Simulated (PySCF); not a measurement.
Values are calculated unless marked as measured or tabulated.
# C2H7ClNSi

The system: C2H7ClNSi, a small molecule (built as: C site whose three back bonds go to NHSiH3, CH3, Cl); neutral, doublet. The structure, one conformer, was relaxed in the gas phase by PBE0-D3(BJ)/def2-SVP. No frequency run checks that it is a minimum.

SMILES: C[C](Cl)N[SiH3]

```xyz
12

C    -0.721    0.727    0.718
N     0.556    0.230    0.894
Si    1.567   -0.587   -0.280
C    -1.442    0.466   -0.555
Cl   -1.721    0.701    2.166
H     0.977    0.482    1.783
H     2.817   -0.928    0.456
H     1.903    0.278   -1.455
H     0.909   -1.821   -0.803
H    -0.795    0.698   -1.417
H    -1.773   -0.588   -0.649
H    -2.337    1.100   -0.625
```
Atom numbers follow the order of the file, from 1.

EPR values by unrestricted B3LYP, IGLO-III on C Cl N Si, pcH-1 on H.

Task: Predict g and the largest hyperfine couplings. Where does the spin sit?

Result: g = 2.0017, 2.0045, 2.0065. The spin sits on C1 (80 %, bonded to 1 C + 1 Cl + 1 N) by Mulliken populations.
```
atom  isotope  isotropic (MHz)  dipolar, principal values (MHz)
  C1      13C            273.5              -68.5, -67.3, 135.9
 H11       1H            108.8                  -3.5, -2.5, 6.0
 Cl5     35Cl             28.3               -22.6, -15.4, 38.0
 H12       1H             30.9                  -5.2, -4.3, 9.5
  H6       1H              8.1                 -7.9, -6.1, 14.0
 H10       1H             12.3                  -4.9, -4.0, 8.9
```

Task: How do the isotropic couplings move with BHandHLYP?

Result: C1 273.5 to 312.9 MHz, H11 108.8 to 111.4 MHz, Cl5 28.3 to 28.8 MHz, H12 30.9 to 31.3 MHz.
